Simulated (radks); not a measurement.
Results of a calculation; reference values are marked as such.
Effect of the nuclear size on neutral ytterbium, [Xe] 4f14 6s2. Code: a radial shooting solver on a logarithmic mesh with Libxc functionals. Model: Dirac Kohn-Sham, relativistic LDA (MacDonald-Vosko exchange, VWN5 correlation), spin-unpolarised, spherical densities, finite nucleus; Fermi nuclear charge, rms radius 5.3108 fm. The rms radius is varied about that value; shifts are against it.

rms radius (fm)  total energy shift (eV)  density at nucleus (e/bohr^3)  1s1/2 shift (meV)  2s1/2 shift (meV)  5s1/2 shift (meV)  5p1/2 shift (meV)  6s1/2 shift (meV)  4f7/2 shift (meV)  6p1/2 (empty) shift (meV)
4.6576                             -9.04                      1.054e+06              -3670               -499              -3.84              0.365             -0.149              0.646                      0.126
4.9231                             -5.47                      1.036e+06              -2220               -302              -2.32              0.220             -0.090              0.390                      0.076
5.3108                                 0                      1.012e+06              0.000              0.000              0.000              0.000              0.000              0.000                      0.000
5.6082                              4.39                      9.956e+05               1780                242               1.86             -0.177              0.072             -0.313                     -0.061
6.0384                              11.0                      9.732e+05               4480                608               4.68             -0.444              0.181             -0.787                     -0.154

Slopes of the eigenvalues against <r^2> in GHz/fm^2, as finite differences over the two radii next to the reference (eigenvalue slopes, not the field-shift constants of lines): 1s1/2 134000, 2s1/2 18200, 5s1/2 140, 5p1/2 -13.3, 6s1/2 5.44, 4f7/2 -23.6, 6p1/2 (empty) -4.60.
